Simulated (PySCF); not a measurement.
## F3OV: core ionisation energies

Species: VOF3 (singlet state).
Atom-mapped SMILES: `[O:1]=[V:2]([F:3])([F:4])[F:5]`

The calculation used delta-SCF UKS SCAN, pcX-3 on the ionised atom, pcseg-2 elsewhere, spin-free X2C in PySCF 2.14.0. Vertical ΔSCF values, vacuum level as zero.

Problem. What binding energy does each computed site have?

Solution. 
```
 atom(s)        bonded to  level  binding energy (eV)  count
      O1  V (double bond)   O 1s               539.43      1
F3/F4/F5                V   F 1s               692.91      3
```

Problem. Express the binding energy of F 1s of F3/F4/F5 in atomic units and per mole.

Solution. 692.91 eV = 25.4640 Eh = 66856 kJ/mol.

Problem. Which effective nuclear charge Zeff reproduces each element's mean 1s value in the hydrogen-like formula E = 13.606 eV × Zeff²?

Solution. O (Z = 8): mean 539.4 eV, Zeff = 6.30, Z − Zeff = 1.70; F (Z = 9): mean 692.9 eV, Zeff = 7.14, Z − Zeff = 1.86. Means run over the listed sites, weighted by atom count.

Atoms equivalent by their bonding share one computed value, that of the first of them. No level of vanadium is listed. Geometry: PBE0-D3(BJ)/def2-TZVP; no solvent, vibrations or thermal averaging.
